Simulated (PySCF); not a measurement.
**Electron correlation in Sb(2+) (antimony, charge +2)**

[Kr] 4d10 5s2 5p1, 2P determinant. All numbers are calculated (PySCF 2.14, scalar relativity by spin-free X2C-1e, in x2c-SVPall). Frozen: [Kr] 4d10; 3 electrons correlated.

MP2 pair energies summed by pair of shells (mhartree):

| pair | energy | share (%) |
| --- | --- | --- |
| 5s-5s | -15.91 | 60.1 |
| 5s-5p | -10.57 | 39.9 |

Total MP2 correlation energy: -26.48 mhartree.

Same-spin part -1.74 and opposite-spin part -24.74 mhartree; SCS-MP2 scales them by 1/3 and 6/5 to -30.26 mhartree.

| level | correlation energy (mhartree) |
| --- | --- |
| CCSD | -39.32 |
| (T) | -0.28 |
| CCSD(T) | -39.60 |

Diagnostics: T1 = 0.0077, D1 = 0.0187, largest double amplitude 0.096.

Q: Is a single reference adequate?

A: Mostly. T1 lies below 0.03, but a double amplitude of this size points to a near-degeneracy that CCSD handles and MP2 describes poorly.
